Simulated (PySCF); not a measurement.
Geometry:
```json
{"atom": "Si1", "x (Å)": "0.013", "y (Å)": "-0.014", "z (Å)": "-0.010"}
{"atom": "F2", "x (Å)": "0.012", "y (Å)": "-0.016", "z (Å)": "1.712"}
{"atom": "F3", "x (Å)": "0.014", "y (Å)": "-0.013", "z (Å)": "-1.732"}
{"atom": "F4", "x (Å)": "1.735", "y (Å)": "-0.012", "z (Å)": "-0.008"}
{"atom": "F5", "x (Å)": "-1.708", "y (Å)": "-0.017", "z (Å)": "-0.010"}
{"atom": "F6", "x (Å)": "0.011", "y (Å)": "1.707", "z (Å)": "-0.010"}
{"atom": "F7", "x (Å)": "0.015", "y (Å)": "-1.737", "z (Å)": "-0.011"}
```

Total charge -2.

Geometry: PBE0-D3(BJ)/def2-SVP; GIAO absolute shieldings from PySCF 2.14, gas phase, non-relativistic, averaged over equivalent atoms.

At KT2/pcSseg-1 (126 basis functions, 9.4 s wall time on 1 thread of an Arm Neoverse V2, shared host):
| atoms | σ (ppm) |
| --- | --- |
| Si1 | 520.7 |
| F2/F3/F4/F5/F6/F7 | 323.1 |

Question: Predict the values at PBE0/pcSseg-1 on the same geometry.

Answer: 
```json
{"atoms": "Si1", "σ at PBE0/pcSseg-1": "527.7", "change": "+7.0"}
{"atoms": "F2/F3/F4/F5/F6/F7", "σ at PBE0/pcSseg-1": "334.7", "change": "+11.6"}
```

The largest change is at F2/F3/F4/F5/F6/F7 (fluorine bonded to Si). Cost: 126 basis functions, 11 s wall time on 1 thread of an Arm Neoverse V2, shared host.
